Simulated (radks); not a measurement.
Values are calculated unless marked as measured or tabulated.
Neutral bromine inside a hard spherical wall (all orbitals vanish at R), configuration held at [Ar] 3d10 4s2 4p5 and not refilled when levels cross. Level of theory: scalar-relativistic Kohn-Sham, PBE, spin-polarised, spherical densities, point nucleus; open shells are filled with parallel spins first (a radial shooting solver on a logarithmic mesh with Libxc functionals). Eigenvalues in eV for spin up, with the zero of energy where the potential of the charges vanishes at infinity; a dash marks a level that is unbound or too diffuse for the functional's potential to be trusted. A positive occupied level is held by the wall or, in an anion where self-interaction has pushed it up, behind a barrier. The pressure on the wall is -dE/dV.

| R (bohr) | E (hartree) | kinetic (hartree) | e(3p) | e(3d) | e(4s) | e(4p) | e(5s, empty) | e(5p, empty) | pressure (GPa) |
|---|---|---|---|---|---|---|---|---|---|
| free | -2606.41965 | 2662.816 | -173.50 | -66.743 | -20.494 | -8.204 | - | - | 0 |
| 20 | -2606.41965 | 2662.816 | -173.50 | -66.743 | -20.494 | -8.204 | - | - | < 0.0001 |
| 15 | -2606.41965 | 2662.816 | -173.50 | -66.743 | -20.494 | -8.204 | - | - | < 0.0001 |
| 8 | -2606.41911 | 2662.822 | -173.46 | -66.699 | -20.457 | -8.170 | 0.731 | 3.277 | 0.0300 |
| 7 | -2606.41720 | 2662.839 | -173.35 | -66.591 | -20.370 | -8.085 | 1.748 | 4.993 | 0.177 |
| 6 | -2606.40850 | 2662.905 | -173.00 | -66.236 | -20.093 | -7.807 | 3.837 | 8.202 | 1.10 |
| 3.5 | -2605.83191 | 2665.730 | -164.52 | -57.854 | -13.762 | -0.454 | 34.205 | 45.664 | 192 |
| 1.5 | -2572.83440 | 2765.604 | -75.557 | 32.335 | 136.36 | 167.09 | 502.41 | 524.14 | 94300 |
